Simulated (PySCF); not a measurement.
Species: C₇H₁₃B.
SMILES: `CB(C)C=C1CCC1`

Torsions of this conformer, `[CH3:1][B:2]([CH3:3])[CH:4]=[C:5]1[CH2:6][CH2:7][CH2:8]1`: C1–B2–C4–C5 -4°.

The closed-shell ground state was solved at several levels (PySCF, density fitting, gas phase, non-relativistic). Geometry: PBE0-D3(BJ)/def2-SVP; no solvent, vibrations or thermal averaging.

```
              level  basis functions  HOMO (eV)  LUMO (eV)  gap (eV)  dipole (D)
CAM-B3LYP/def2-SVPD              264      -8.48      -0.04      8.44        1.41
     B97-2/pcSseg-1              201      -6.97      -1.17      5.80        1.43
```

(1) What might PBE0/pcSseg-1 (201 basis functions) give for the same quantities?

(2) Over all these levels, which gives the widest orbital gap and which the narrowest?

(3) How far do the dipole and the HOMO energy spread over the levels?

Results:

(1) HOMO -7.21 eV, LUMO -1.16 eV, gap 6.05 eV, dipole 1.45 D.

(2) CAM-B3LYP/def2-SVPD (range-separated hybrid) has the widest, 8.44 eV, and B97-2/pcSseg-1 (global hybrid, 21 % exact exchange) the narrowest, 5.80 eV. Functional and basis both differ between the two, so the spread mixes both effects.

(3) The dipole runs from 1.41 to 1.45 D (mean 1.43 D) and the HOMO from -8.48 to -6.97 eV.
